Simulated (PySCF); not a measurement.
## J couplings in `[NH3+][BH2-]Br`, BBrH$_{5}$N

Geometry:
```
atom   x (Å)   y (Å)   z (Å)
  N1  -0.806   0.152   0.038
  B2   0.722  -0.352  -0.120
 Br3   1.809   1.253   0.457
  H4  -0.991   0.420   1.007
  H5  -1.472  -0.573  -0.237
  H6  -0.965   0.980  -0.540
  H7   0.867  -1.286   0.644
  H8   0.891  -0.603  -1.297
```

Calculated values (PySCF 2.14.0): indirect couplings, PBE0/pcJ-1 (dyall-v2z on Br), no solvent, Gaussian nuclear model, structure from PBE0-D3(BJ)/def2-SVP.

Non-relativistic values:
```csv
coupling,atoms,J (Hz)
"1J(79Br,11B)",Br3 – B2,-75.7
"2J(79Br,15N)",Br3 – N1,-2.0
"2J(79Br,1H)",Br3 – H7/H8,20.2
"3J(79Br,1H)",Br3 – H4/H5/H6,5.0
```

Question: What do two-component X2C with spin–orbit coupling give?

Answer: 
| coupling | atoms | with spin–orbit (Hz) |
| --- | --- | --- |
| 1J(79Br,11B) | Br3 – B2 | -87.0 |
| 2J(79Br,15N) | Br3 – N1 | -1.5 |
| 2J(79Br,1H) | Br3 – H7/H8 | 21.7 |
| 3J(79Br,1H) | Br3 – H4/H5/H6 | 4.9 |

The largest listed coupling, 1J(79Br,11B), ends at 1.15 times its non-relativistic value. Equivalent partners are averaged, as under fast rotation. In the static structure 3J(79Br,1H) spreads over 1.7, 11.2, 1.9 Hz. Couplings to strongly quadrupolar nuclei (79Br) are seldom resolved in solution.
